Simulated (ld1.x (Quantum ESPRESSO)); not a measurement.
## Ga (Z = 31): one change to a TM potential, before and after

gallium, norm-conserving Troullier–Martins (Kleinman–Bylander form), made with ld1.x (Quantum ESPRESSO) 7.5 (LDA (PZ), scalar-relativistic). Core [Ar] 3d10, reference 4s1 4p2. Waves: 4s (bound): rc 1.80 bohr; 4p (bound): rc 1.70 bohr. Local part: all-electron potential smoothed inside 1.40 bohr (lloc = -1). Core correction: none.

Change: all radii scaled by about 0.75 (s 1.36, p 1.28 bohr); local potential all-electron potential smoothed inside 1.06 bohr (lloc = -1).

Cutoffs: the cutoffs (Ry, on a coarse ladder) from which the occupation-weighted sum of valence levels, in a spherical-Bessel basis at the reference potential, stays within 10 and 1 mRy of its value at 400 Ry; they do not see the model core or the augmentation charge, which bear on the density cutoff. Errors are all-electron minus pseudo energies relative to the spin-unpolarised reference configuration.

Problem. Predict the effect on cutoff, ghosts and configuration errors.

Solution. The potential gets harder (12 Ry and 35 Ry → 140 Ry and 180 Ry); a bound ghost appears in s, which as a rule spoils a file; of the 9 tests that both files solve, the error grows in 6 and shrinks in 0 by more than 15 % and 0.3 meV (median size 27.7 → 49.1 meV). A smaller radius makes the pseudo-wave follow the all-electron one further in, where it bends more sharply, so more plane waves are needed. That the errors move this way runs against the usual rule that smaller radii transfer better.

```tsv
quantity	base	changed
cutoff, loose	12 Ry	140 Ry
cutoff, tight	35 Ry	180 Ry
loose cutoff by channel (10 mRy a level)	s 12 Ry, p 6 Ry	s 35 Ry, p 120 Ry
bound ghosts	none	s
error for 4s2 4p1, meV [ΔE -6.61 eV]	+22	+31
error for 4s2 4p0, meV [ΔE -0.72 eV]	+29	+56
error for 4s1 4p0, meV [ΔE 20.78 eV]	+115	+100
error for 4s1 4p1, meV [ΔE 6.73 eV]	+11	+12
error for 4s2 4p0.5, meV [ΔE -4.49 eV]	+23	+39
error for 4s2 4p1.3, meV [ΔE -7.19 eV]	+22	+29
error for 4s0 4p3, meV [ΔE 6.93 eV]	+28	+53
error for 4s1 4p2 (spin-polarised), meV [ΔE -1.43 eV]	+564	+569
error for 4s2 4p1 (spin-polarised), meV [ΔE -6.75 eV]	+38	+49
```

 A true bound ghost makes a file unfit for plane-wave use even where its test errors are small: the radial tests pick states by their node count and pass the ghost by.
